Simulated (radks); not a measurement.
Problem. These are the eigenvalues of the occupied orbitals of an atom or ion with whole-number occupations (hartree). Method: scalar-relativistic Kohn-Sham, PBE, spin-polarised, spherical densities, finite nucleus; Fermi nuclear charge, rms radius of each element as measured or else 0.836 A^(1/3) + 0.57 fm; computed with a radial shooting solver on a logarithmic mesh with Libxc functionals.

1s up: -1804.751
1s down: -1804.750
2s up: -319.3847
2s down: -319.2982
2p up: -287.5943
2p down: -287.5261
3s up: -90.94752
3s down: -90.90520
3p up: -81.05080
3p down: -81.00311
3d up: -67.96579
3d down: -67.89295
4s up: -36.91688
4s down: -36.66671
4p up: -33.37393
4p down: -33.12642
4d up: -28.51275

Which element is it, and in what charge state? The configuration may be excited. Open shells, if any, are filled with parallel spins first.

Solution. Z = 63, europium, charge +24: Eu24+ in [Kr] 4d3. The list shows which subshells hold electrons but not how many an open one holds; the 1s level, -1804.8 hartree, gives Z - s = 60.1 by -(Z - s)^2/2, which with screening and relativity narrows Z to a few neighbours, and the depths of the outer levels then fix element, charge and occupations together.
